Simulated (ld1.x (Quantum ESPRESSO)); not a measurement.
**Varying the ultrasoft potential for platinum**

Base potential:

- Element: platinum
- Generator: ld1.x (Quantum ESPRESSO) 7.5
- Type: ultrasoft
- Functional: PBE
- Relativity: scalar-relativistic
- Frozen core: [Xe] 4f14
- Valence charge: 10
- Reference configuration: 5d9 6s0.5 6p0 (charge +0.5)
- Partial waves: 6s (bound): rcut 1.80, rcutus 2.20 bohr; 6s channel at 1.75 Ry: rcut 1.80, rcutus 2.20 bohr; 6p (bound, empty): rcut 3.40, rcutus 3.60 bohr; 6p channel at 0.1 Ry: rcut 3.40, rcutus 3.60 bohr; 5d (bound): rcut 1.10, rcutus 1.40 bohr; 5d channel at -0.2 Ry: rcut 1.10, rcutus 1.40 bohr
- Local potential: all-electron potential smoothed inside 1.20 bohr (lloc = -1)
- Core correction: none
- Augmentation charge: PSQ, inside the norm-conserving radii

Cutoffs, loose and tight: the cutoffs (Ry, on a coarse ladder) from which the occupation-weighted sum of valence levels, in a spherical-Bessel basis at the reference potential, stays within 10 and 1 mRy of its value at 400 Ry. They do not see the model core or the augmentation charge, which bear on the density cutoff. Test errors are all-electron minus pseudo excitation energies from the reference, over the configurations 5d9 6s1 6p0; 5d9 6s0 6p0; 5d8 6s0 6p0; 5d8 6s1 6p1; 5d7 6s0 6p0; 5d10 6s0 6p0; 5d6 6s0 6p0. A dash means not determined; rows that change the core or the reference have their own tests. The largest error is taken over the tests solved by every variant that gives reliable tests at all: 5d8 6s0 6p0; 5d9 6s0 6p0; 5d9 6s1 6p0.

A true bound ghost makes a file unfit for plane-wave use even where its test errors are small: the radial tests pick states by their node count and pass the ghost by. Where a test does run into it, the solver fails or the error is huge.

Cutoffs are not given where the Bessel-basis levels miss the radial ones by over 6 mRy, ghosts where they miss by over 20 mRy; a channel whose overlap is not positive is not tested.

A file whose overlap is not positive is unfit for use, and its test errors describe a broken file.

```tsv
change	outcome	cutoff, loose	cutoff, tight	bound ghosts	largest test error (meV)
base	generated, overlap not positive	–	–	s (p not tested, overlap not positive)	+8.5
local potential all-electron potential smoothed inside 2.25 bohr (lloc = -1)	generated	50 Ry	90 Ry	none	+8.6
core [Kr] 4d10 4f14, valence charge 18; reference 5s2 5p6 5d8 6s2 6p0; waves now 5s (bound): rcut 1.20, rcutus 1.30 bohr; 6s (bound): rcut 1.20, rcutus 1.30 bohr; 5p (bound): rcut 1.60, rcutus 1.95 bohr; 6p (bound): rcut 1.60, rcutus 1.95 bohr; 5d (bound): rcut 1.10, rcutus 1.50 bohr; 5d channel at -0.2 Ry: rcut 1.10, rcutus 1.50 bohr; local potential all-electron potential smoothed inside 1.30 bohr (lloc = -1); core correction a·sin(br)/r model core, default radius (core density twice the valence density)	generated, overlap not positive	–	–	not determined (overlap not positive)	-13
augmentation PSQ, radius 0.90 bohr	generated, overlap not positive	–	–	s (p not tested, overlap not positive)	-13
core correction a·sin(br)/r model core inside 0.88 bohr	generated, overlap not positive	–	–	s (p not tested, overlap not positive)	-46
waves 6s (bound): rcut 1.80, rcutus 2.52 bohr; 6s channel at 1.75 Ry: rcut 1.80, rcutus 2.52 bohr	generated, overlap not positive	–	–	not determined (overlap not positive)	+7.9
waves 5d (bound): rcut 1.10, rcutus 1.70 bohr; 5d channel at -0.2 Ry: rcut 1.10, rcutus 1.70 bohr	generated, overlap not positive	–	–	s (p not tested, overlap not positive)	+22
functional revPBE	generated, overlap not positive	–	–	s (p not tested, overlap not positive)	+9.8
local potential all-electron potential smoothed inside 2.42 bohr (lloc = -1)	generated	50 Ry	90 Ry	none	+8.6
type TM; waves now 6s (bound): rc 2.20 bohr; 6p (bound): rc 3.60 bohr; 5d (bound): rc 1.40 bohr; local potential the d channel	generated	40 Ry	80 Ry	s, p	+12
```
